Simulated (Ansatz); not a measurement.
`CS[SiH2][GeH3]` + `BNC` → `B[N](C)[GeH3]` + `CS[SiH3]` at 600 K and 1 bar (cleavage of the Ge–Si bond).

Isolated molecules relaxed with PBE0-D4/def2-TZVP in Ansatz; ΔE leaves out vibrations. CBS: MP2 limit from def2 TZ/QZ plus the TZ coupled-cluster correction, frozen cores. For Ge outer-core shells are correlated without core-valence functions, which leaves a few kJ/mol of doubt a bond. Scalar relativity is left out up to krypton. One conformer a species, not always the lowest.

```csv
species,CCSD(T)/CBS energy (Eh),H − E (kJ/mol),S (J/(mol·K))
`CS[SiH2][GeH3]`,-2805.84917,281.2,495.4
`BNC`,-121.18426,242.2,328.7
`B[N](C)[GeH3]`,-2198.49616,297.1,428.1
`CS[SiH3]`,-728.52947,217.4,385.5
```

H − E and S are ideal-gas, rigid-rotor, harmonic terms from PBE0-D4/def2-TZVP, for one conformer and one mirror image of each species. 1 Eh = 2625.50 kJ/mol, R = 8.31446 J/(mol·K).

**Question.** By hand: ΔE, ΔH, ΔS and ΔG.

**Answer.** ΔE = (-2198.49616) + (-728.52947) − (-2805.84917) − (-121.18426) = 0.00780 Eh = 20.5 kJ/mol. Δ(H − E) = 297.1 + 217.4 − 281.2 − 242.2 = -8.9, so ΔH = 11.6 kJ/mol. ΔS = 428.1 + 385.5 − 495.4 − 328.7 = -10.5 J/(mol·K). ΔG = 11.6 − 600 × (-10.5)/1000 = 17.9 kJ/mol.

**Question.** By hand: the equilibrium constant, and the temperature at which ΔG would vanish if ΔH and ΔS stayed fixed.

**Answer.** log₁₀ K = −ΔG/(RT ln 10) = -1.6. ΔH and −TΔS have one sign here, so there is no such temperature.

TΔS isn't small against ΔH here. A doubt of 5 kJ/mol in ΔE shifts log₁₀ K by 0.4 here. Other conformers and mirror images would add mixing entropy, several J/(mol·K) or more a flexible species. Modes under 60 cm⁻¹, often nearly free rotors, make the harmonic entropy too high. These are equilibria of isolated gas molecules and say nothing of rates. Largest T1 diagnostic: 0.013 (customary marks: 0.02 for closed shells, 0.045 for open ones).

ΔS is within the doubt of such terms, so its sign, and with it that verdict, could turn.
